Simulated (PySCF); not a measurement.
## Ta²⁺: interval between two levels

Ta²⁺ [Xe] 4f14 5d3 [4F9/2, M_J = 9/2] → Ta²⁺ [Xe] 4f14 5d2 6p1 [4G11/2, M_J = 11/2], as a difference of total energies. Computed with PySCF 2.14 in x2c-SVPall-2c with one added diffuse shell each of s, d type (8s9p10d2f, 99 functions), with the two-component X2C-1e Hamiltonian. "Screened" scales the spin-orbit matrix elements by Boettger's factors to mimic the two-electron term; Breit and QED terms are absent.

| method | interval between two levels (cm⁻¹) |
| --- | --- |
| GHF (spin-free) | 60547 |
| GHF (screened spin-orbit) | 62780 |

The labels give the starting determinants; with spin-orbit coupling the two ends relaxed to ⟨J²⟩ = 24.76, ⟨L²⟩ = 13.32, ⟨S²⟩ = 3.42 and ⟨J²⟩ = 35.76, ⟨L²⟩ = 20.42, ⟨S²⟩ = 3.75.
